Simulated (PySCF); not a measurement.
```xyz
10

C      2.4349    -0.0260     0.1988
Si     0.7300    -0.0074     0.0537
Si    -1.2265     1.1952     0.0098
Si    -1.2340    -1.1690    -0.2103
H      3.0076     0.8850     0.3313
H      3.0022    -0.9491     0.1616
H     -1.7687     1.7897     1.2595
H     -1.5765     2.0129    -1.1809
H     -1.5880    -1.7504    -1.5315
H     -1.7810    -1.9809     0.9080
```

Charge 0, multiplicity 1.

Task: Give the Mulliken and meta-Löwdin atomic charges from PBE0-D3(BJ)/def2-TZVP (PySCF).

Result: 
```
atom  Mulliken (e)  meta-Löwdin (e)
----  ------------  ---------------
C1           -0.49            -0.54
Si2           0.17             0.23
Si3          -0.02             0.10
Si4          -0.02             0.10
H5            0.16             0.15
H6            0.16             0.15
H7            0.01            -0.05
H8            0.01            -0.05
H9            0.01            -0.05
H10           0.01            -0.05
```
